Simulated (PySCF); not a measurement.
Species: B3H7N2.
Bonds: B1–N2, N2–B3, N2–B4, B4–N5. Hydrogens: H6, H7 on B1; H8, H9 on B3; H10 on B4; H11, H12 on N5.

A GFN2-xTB structure with every atom displaced at random (by about 0.01 Å) was refined with PBE0-D3(BJ)/def2-SVP geometry optimisation, gas phase in PySCF. Values at the start:

```tsv
coordinate	start
B1–N2	1.429 Å
B1–H6	1.135 Å
N2–B4	1.510 Å
B4–N5	1.358 Å
B4–H10	1.147 Å
N5–H11	1.022 Å
B1–N2–B3	122.0°
B1–N2–B4	119.4°
N2–B4–N5	119.3°
B3–N2–B4	118.5°
B1–N2–B4–N5	-35°
```

Problem. How do these coordinates change at the PBE0-D3(BJ)/def2-SVP level?

Solution. 
| coordinate | PBE0-D3(BJ)/def2-SVP (Å or °) | change |
| --- | --- | --- |
| B1–H6 | 1.212 | +0.077 |
| B4–H10 | 1.207 | +0.060 |
| N2–B4 | 1.478 | -0.032 |
| B4–N5 | 1.390 | +0.032 |
| N5–H11 | 1.012 | -0.010 |
| B1–N2 | 1.429 | 0.000 |
| B1–N2–B3 | 118.8 | -3.2 |
| N2–B4–N5 | 122.4 | +3.1 |
| B1–N2–B4 | 122.3 | +2.9 |
| B3–N2–B4 | 118.9 | +0.4 |
| B1–N2–B4–N5 | 2 | +37 |

The energy falls by 6.1 kcal/mol over 11 energy and gradient evaluations, the largest force component goes from 0.0448 to 2.1e-04 Eh/bohr, and the atoms move by 0.391 Å rms after alignment. The bond that changes most is B1–H6 (three-coordinate boron to B–H hydrogen), which lengthens by 0.077 Å. Bonds longer at the end by more than 0.005 Å: 6 of 11; shorter: 2. Among the dihedrals that turn most is B1–N2–B4–N5, from -35° to 2°. Rotational constants go from 9348, 3974, 2895 to 9773, 3885, 2780 MHz.

The run used 105 basis functions and 75 SCF cycles in all. Hardware: Arm Neoverse V2, one thread, on a shared host. Cost: 35 s of wall time, 0.43 GiB resident at most.

PBE0-D3(BJ)/def2-SVP frequencies: not computed here.
